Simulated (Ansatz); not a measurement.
(CuI)2 ring (Cu2I2): single points at one geometry.

```yaml
crystal:
  periodic: [false, false, false]
  atoms:
    - {symbol: Cu, position_ang: [0.723322, -0.487109, -0.804638]}
    - {symbol: I, position_ang: [-1.783594, -0.666202, -1.200003]}
    - {symbol: Cu, position_ang: [-0.723317, 0.487116, 0.804624]}
    - {symbol: I, position_ang: [1.783589, 0.666195, 1.200017]}
basis:
  gaussian: {orbitals: def2-TZVP, initial_orbitals: start.molden}
hamiltonian: {xc: {name: B3LYP}, dispersion: d4}
scf: {omitted_lower_state_checks: [starts]}
output: {orbitals: {seedname: orbitals}}
```

The file start.molden holds the orbitals of an earlier run on this structure, at another level or in another basis.

```sh
$ ansatz run in.yaml --threads 4 --pin off --events-out ev --progress --plain --max-ram 3916MiB
```

It prints (some lines left out):

```
Functional definition: B3LYP
1906 factors; their error is unknown
mean field evaluation 1: about -105495.7690 eV, gradient 5.6e0 eV
mean field evaluation 2: about -105495.8155 eV, gradient 5.8e-2 eV
mean field evaluation 4: about -105496.2892 eV, gradient 5.6e-4 eV
mean field -105496.28922042 eV, -3876.9171208972 hartree, gradient 2.3e-5 eV, S^2 0.000000; 0 other end points of the search recorded, 0 dependent functions left out
reference -105496.28944790 eV, -3876.9171292569 hartree; 54, 54 occupied and 136, 136 virtual orbitals, 1906 factors
Total energy: -105496.66736083 eV, -3876.9310173010 hartree
Checks for a lower state left out: starts
```

Hardware: 4 threads of Arm Neoverse V2 on a shared host. Wall time 10 s, peak host memory 0.84 GiB.

First input, but with `hamiltonian: {xc: hse06, dispersion: d4}` (abridged; 10 s):

```
Functional definition: HSE06
mean field -105475.87329692 eV, -3876.1668495472 hartree, gradient 2.1e-5 eV, S^2 0.000000
Total energy: -105476.06164722 eV, -3876.1737712929 hartree
Checks for a lower state left out: starts
```

The first input with `hamiltonian: {xc: {name: B97M-V}}` (abridged; 13 s):

```
Functional definition: B97M-V
mean field -105469.19048281 eV, -3875.9212606582 hartree, gradient 4.5e-6 eV, S^2 0.000000
Total energy: -105469.19053906 eV, -3875.9212627255 hartree
Checks for a lower state left out: starts
```

As the first input, with `hamiltonian: {xc: {name: r2SCAN0}, dispersion: d4}` (abridged; 14 s):

```
Functional definition: r2SCAN0
mean field -105490.18044509 eV, -3876.6926275448 hartree, gradient 1.7e-5 eV, S^2 0.000000
Total energy: -105490.23698203 eV, -3876.6947052389 hartree
Checks for a lower state left out: starts
```

First input, but with `gaussian: {orbitals: def2-TZVPD, initial_orbitals: start.molden}`, `hamiltonian: {xc: pbe, dispersion: d4}` (abridged; 6 s):

```
Functional definition: PBE
mean field -105474.84387228 eV, -3876.1290188894 hartree, gradient 5.7e-5 eV, S^2 0.000000
Total energy: -105475.06840569 eV, -3876.1372703399 hartree
Checks for a lower state left out: starts
```

First input, but with `hamiltonian: {xc: pbe}`, `correlation: {method: rpa, frozen_orbitals: {Cu: 9, I: 4}}` and without the key `output` (abridged; 14 s):

```
Functional definition: PBE
mean field -105474.79894243 eV, -3876.1273677476 hartree, gradient 4.4e-6 eV, S^2 0.000000
26 core orbitals not correlated: weight in the atoms' cores, before any rotation towards them, 1.000 or more for the frozen orbitals, at most 0.000 for the correlated occupied ones
Total energy: -105403.52460339 eV, -3873.5080840994 hartree
Checks for a lower state left out: starts
```

As the first input, with `hamiltonian: {xc: pbe0, dispersion: d4}` (abridged; 11 s):

```
Functional definition: PBE0
mean field -105476.10954997 eV, -3876.1755316865 hartree, gradient 1.3e-5 eV, S^2 0.000000
Total energy: -105476.30265216 eV, -3876.1826280612 hartree
Checks for a lower state left out: starts
```

Geometry: PBE0-D4/def2-SVP.

In the def2 sets I takes a core potential; there is no spin–orbit coupling. B3LYP takes the VWN-RPA correlation. HSE06 is defined as in plane-wave codes, on full-range PBE exchange. Correlated methods freeze 26 core orbitals; core or outer-core shells of I are correlated, in sets that lack core-valence functions.
